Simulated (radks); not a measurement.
Effect of the nuclear size on the cobalt ion Co2+, [Ar] 3d7. Method: Dirac Kohn-Sham, LDA (Slater exchange, Perdew-Wang correlation), spin-unpolarised, spherical densities, finite nucleus; open shells fill j = l - 1/2 first; Fermi nuclear charge, rms radius 3.7875 fm; computed with a radial shooting solver on a logarithmic mesh with Libxc functionals. The rms radius is varied about that value; shifts are against it.

rms radius (fm)  total energy shift (eV)  density at nucleus (e/bohr^3)  1s1/2 shift (meV)  2s1/2 shift (meV)  3s1/2 shift (meV)
3.1588                           -0.0409                      1.727e+04              -17.4              -1.60             -0.238
3.5262                           -0.0178                      1.718e+04              -7.59             -0.698             -0.104
3.7875                                 0                      1.712e+04              0.000              0.000              0.000
3.9504                            0.0117                      1.709e+04               4.99              0.459              0.068
4.4882                            0.0538                      1.699e+04               22.9               2.10              0.313

Slopes of the eigenvalues against <r^2> in GHz/fm^2, as finite differences over the two radii next to the reference (eigenvalue slopes, not the field-shift constants of lines): 1s1/2 959, 2s1/2 88.2, 3s1/2 13.1.
